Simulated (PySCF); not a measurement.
Correlation energy of O²⁺ (oxygen, charge +2)

[He] 2s2 2p1 3s1, high-spin 3P determinant (an excited configuration). Calculation: PySCF 2.14, in aug-cc-pwCVQZ (9s8p6d4f2g, 109 functions); no relativity, point nucleus. Frozen: 1s2; 4 electrons correlated.

MP2 pair energies summed by pair of shells (mhartree):

```
 pair  energy  share (%)
2s-2s  -39.41       48.3
2s-2p  -27.14       33.3
2s-3s  -12.79       15.7
2p-3s   -2.22        2.7
```

Total MP2 correlation energy: -81.57 mhartree.

Same-spin part -9.32 and opposite-spin part -72.25 mhartree; SCS-MP2 scales them by 1/3 and 6/5 to -89.80 mhartree.
